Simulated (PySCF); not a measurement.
**ZrF⁺ at PBE0**

Level: PBE0. Zr def2-TZVPPD with ECP28, F def2-TZVPPD; scalar-relativistic core potentials (PySCF 2.14).

| Quantity | Value |
| --- | --- |
| state | ³Δ (triplet), unpaired electrons σ ↑, δ ↑ |
| bond length | 1.815 Å |
| harmonic wavenumber | 757 cm⁻¹ |
| force constant | 5.30 mdyn/Å |
| rotational constant Be | 0.3262 cm⁻¹ |
| anharmonicity ωexe | 3.02 cm⁻¹ |
| vibration–rotation constant αe | 0.00177 cm⁻¹ |
| bond order (Mayer) | 1.33 |
| dipole moment (positive dipole points towards F; it is taken about the centre of mass and depends on that origin) | -4.59 D |

De is left out where the level can put another filling of the metal’s s and d shells below the measured ground configuration, by anything from nothing to about 1 eV. These are scalar-relativistic numbers at best; spin–orbit coupling would shift them, the dissociation energy most. The state is the lowest single determinant that the PBE0 search found; with open d or f shells the true ground state can be another one.
